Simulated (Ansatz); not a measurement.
`ClB1N[SiH2]1` + H₂S → `SB1N[SiH2]1` + HCl at 500 K and 1 bar (ligand exchange at a B–Cl bond).

Computed with Ansatz on PBE0-D4/def2-TZVP structures; ΔE is electronic, products minus reactants. CBS: MP2 limit from def2 TZ/QZ plus the TZ coupled-cluster correction, frozen cores. This one scheme is used for every species. Each species was taken in one conformer, which may not be the lowest.

```json
{"species": "`ClB1N[SiH2]1`", "CCSD(T)/CBS energy (Eh)": "-830.20065", "H − E (kJ/mol)": "133.5", "S (J/(mol·K))": "347.9"}
{"species": "H₂S", "CCSD(T)/CBS energy (Eh)": "-398.97279", "H − E (kJ/mol)": "57.0", "S (J/(mol·K))": "224.0"}
{"species": "`SB1N[SiH2]1`", "CCSD(T)/CBS energy (Eh)": "-768.78676", "H − E (kJ/mol)": "159.7", "S (J/(mol·K))": "361.4"}
{"species": "HCl", "CCSD(T)/CBS energy (Eh)": "-460.38127", "H − E (kJ/mol)": "32.5", "S (J/(mol·K))": "201.9"}
```

H − E and S are ideal-gas, rigid-rotor, harmonic terms from PBE0-D4/def2-TZVP, for one conformer and one mirror image of each species. 1 Eh = 2625.50 kJ/mol, R = 8.31446 J/(mol·K).

Question: By hand: ΔE, ΔH, ΔS and ΔG.

Answer: ΔE = (-768.78676) + (-460.38127) − (-830.20065) − (-398.97279) = 0.00541 Eh = 14.2 kJ/mol. Δ(H − E) = 159.7 + 32.5 − 133.5 − 57.0 = 1.7, so ΔH = 15.9 kJ/mol. ΔS = 361.4 + 201.9 − 347.9 − 224.0 = -8.6 J/(mol·K). ΔG = 15.9 − 500 × (-8.6)/1000 = 20.2 kJ/mol.

Question: By hand: the equilibrium constant, and the temperature at which ΔG would vanish if ΔH and ΔS stayed fixed.

Answer: log₁₀ K = −ΔG/(RT ln 10) = -2.1. ΔH and −TΔS have one sign here, so there is no such temperature.

The number of gas molecules stays the same, so ΔS is small and ΔH decides. A doubt of 5 kJ/mol in ΔE shifts log₁₀ K by 0.5 here. Other conformers and mirror images would add mixing entropy, several J/(mol·K) or more a flexible species. These are equilibria of isolated gas molecules and say nothing of rates. Largest T1 diagnostic: 0.014 (customary marks: 0.02 for closed shells, 0.045 for open ones).

ΔS is within the doubt of such terms, so its sign, and with it that verdict, could turn.
